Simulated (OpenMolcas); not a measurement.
Cr4+: ligand-field states by method

Cr4+ with 6 ligands (sulfide) in trigonal antiprismatic coordination (D3d) at 2.33 Å, a polar angle of 63.8° against the regular 54.74°. A charge of +1.33 e stands 2.8 Å behind each ligand. Ligand basis ANO-RCC-VDZP.

```yaml
Program: OpenMolcas 26.06
Basis: ANO-RCC-VDZP [5s4p2d1f]
Scalar_Hamiltonian: DKH2, point nucleus
Active_space: 2 electrons in 5 orbitals (3d)
State_averaging: 2S+1 = 3 even, 10 roots; 2S+1 = 1 even, 15 roots
Spin-orbit_coupling: RASSI with atomic mean-field integrals over the reference wave functions
```

I. CASSCF
II. SS-CASPT2, IPEA 0.25 Eh, imaginary shift 0.1 Eh (closed shells correlated: 3s 3p and the ligand valence shells)

Spin-free states (labels of D3, the rotations of D3d) in cm-1, each column counted from its own energy of the first state listed:

| State | Degeneracy | I | II |
| --- | --- | --- | --- |
| 3A2 | 1 | 0 | 0 |
| 3E | 2 | 1517 | 1690 |
| 3E | 2 | 12465 | 17360 |
| 3A1 | 1 | 12877 | 16550 |
| 1E | 2 | 14195 | 6360 |
| 1A1 | 1 | 14618 | 8850 |
| 1E | 2 | 15070 | 7650 |
| 3E | 2 | 22424 | 22620 |
| 3A2 | 1 | 22946 | 24150 |
| 1A1 | 1 | 24246 | 19630 |
| 1E | 2 | 24717 | 21740 |
| 1E | 2 | 27150 | 22780 |
| 1A2 | 1 | 27300 | 22950 |
| 1A1 | 1 | 28489 | 15660 |
| 3A2 | 1 | 31066 | 39160 |
| 1E | 2 | 39239 | 41190 |
| 1A1 | 1 | 53477 | 43690 |

From I to II, I's first state of the same spin (3E) moves from 1517 to 1690 cm-1, by about +170 cm-1.

From I to II, I's first state of another spin (1E) moves from 14195 to 6360 cm-1, by about -7800 cm-1.

χT at 300 K: I 0.88, II 0.90 cm3 K/mol.

Roots that are degenerate in the reference are averaged as groups; the widest CASPT2 spread within a group is 640 cm-1 (the 2-fold group of multiplicity 1 near 41200 cm-1 above the lowest state of its run, II). Shifts and gaps below about the spread of the groups concerned are not significant. Over all roots computed the reference weight is 0.52 to 0.55 in II; a low but even weight reflects the number of correlated electrons. The least metal-like active orbital is 67 % on the metal (Löwdin) and no ligand orbital is active, so the numbers are rough. The sulfide ions are held by bare point charges, a crude embedding. Ligand-to-metal charge-transfer states are missing. This ion would oxidise such ligands; the complex is a model and need not exist. With no ligand orbital active B as a rule stays too high, so bands that hang on it stand too high and its fall with covalency is understated. Without dynamic correlation the repulsion within the d shell is too large (B by tens of per cent), so at a given field states of lower spin stand too high (holds for I). With metal d orbitals alone and no dynamic correlation the field as a rule comes out too small, by tens of per cent, by up to half for chloride and softer ligands (holds for I). With one d shell and no ligand orbital active, 10Dq can be off by a tenth or more (holds for II). No measured value stands beside these numbers; the geometry is a model, was not optimised and need not be the one that this ion takes.
